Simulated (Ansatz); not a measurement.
Geometry optimisation, UKS PBE-D4/def2-SVP (Ansatz 0.2.0).

input.yaml

```yaml
crystal:
  periodic: [false, false, false]
  atoms:
    - { symbol: Si, position_ang: [-0.250336, -0.239682, -0.144931] }
    - { symbol: S, position_ang: [0.49394, 1.113604, 1.387436] }
    - { symbol: H, position_ang: [-1.584459, 0.346526, -0.472357] }
    - { symbol: H, position_ang: [0.763897, -0.267153, -1.243491] }
    - { symbol: "N", position_ang: [-0.526268, -1.895854, 0.306871] }
    - { symbol: H, position_ang: [0.268758, 2.528144, -0.84419] }
    - { symbol: F, position_ang: [0.025072, 2.292501, -1.700011] }
    - { symbol: H, position_ang: [1.797749, 0.734717, 1.254162] }
    - { symbol: H, position_ang: [-1.265453, -2.102805, 0.984943] }
    - { symbol: H, position_ang: [0.2772, -2.509997, 0.471567] }
magnetization:
  spin_polarized: true
basis:
  gaussian: { orbitals: def2-SVP }
hamiltonian:
  xc: pbe
  dispersion: d4
relax:
  f_tol: 0.03
  max_steps: 50
```

Launched with:

```bash
$ ansatz run input.yaml --threads 2 --pin off --max-ram 3072MiB --backend cpu --events-out ev --progress --plain --runs-dir out
```

Question: Where does it end, and by what steps?

Answer: The forces met the threshold. After 8 steps the energy has fallen by 0.118 eV; H6 moved furthest, 0.30 Å.

```tsv
step	energy less start (eV)	largest force component (eV/Å)	accepted
0	0.0000	1.207	yes
1	-0.0513	1.560	yes
2	-0.0854	0.450	yes
3	-0.1007	0.764	yes
4	-0.1048	0.938	yes
5	-0.0969	0.268	no
6	-0.1147	0.375	yes
7	-0.1166	0.165	yes
8	-0.1180	0.030	yes
```

```xyz
10
Properties=species:S:1:pos:R:3
Si -0.307 -0.285 -0.225
S 0.436 1.226 1.226
H -1.649 0.271 -0.571
H 0.689 -0.349 -1.339
N -0.515 -1.903 0.357
H 0.355 2.352 -0.620
F 0.166 2.453 -1.549
H 1.738 0.829 1.151
H -1.217 -2.095 1.077
H 0.306 -2.499 0.493
```

Whether the end is a true minimum wasn't checked by a vibrational analysis.

Time of the run: 13 s on 2 threads of INTEL(R) XEON(R) PLATINUM 8581C CPU @ 2.30GHz (Emerald Rapids), with other jobs on the host, peak memory 0.19 GiB.
